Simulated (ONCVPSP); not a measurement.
**argon (Ar): excitation energies, all-electron against ONCV**

* Element: argon
* Generator: ONCVPSP 4.0.1
* Type: optimised norm-conserving Vanderbilt (ONCV)
* Functional: PBE
* Relativity: scalar-relativistic
* Frozen core: [He]
* Valence charge: 16
* Reference configuration: 2s2 2p6 3s2 3p4 (charge +2)
* Partial waves: 2s+3s: rc 0.75 bohr, ncon 4, nbas 7, qcut 20.5 1/bohr, 2 projectors; 2p+3p: rc 0.75 bohr, ncon 4, nbas 7, qcut 16.8 1/bohr, 2 projectors
* Local potential: polynomial inside 0.55 bohr (lpopt 5, dvloc0 0 Ha)
* Core correction: Teter function, fcfact 5.25, rcfact 1.55

Energies are relative to the spin-unpolarised reference configuration 2s2 2p6 3s2 3p4; without spin polarisation the order of configurations can differ from experiment.

Question: Give the all-electron excitation energy and the error of the potential for: 2s2 2p6 3s2 3p6; 2s2 2p6 3s2 3p5; 2s2 2p6 3s2 3p3; 2s2 2p5 3s2 3p6.

Answer:

```csv
valence configuration,charge,ΔE all-electron (eV),error AE − PS (meV)
2s2 2p6 3s2 3p6,0,-44.717,+4.1
2s2 2p6 3s2 3p5,+1,-28.659,+1.9
2s2 2p6 3s2 3p3,+3,42.584,+1.6
2s2 2p5 3s2 3p6,+1,205.054,+1238
```
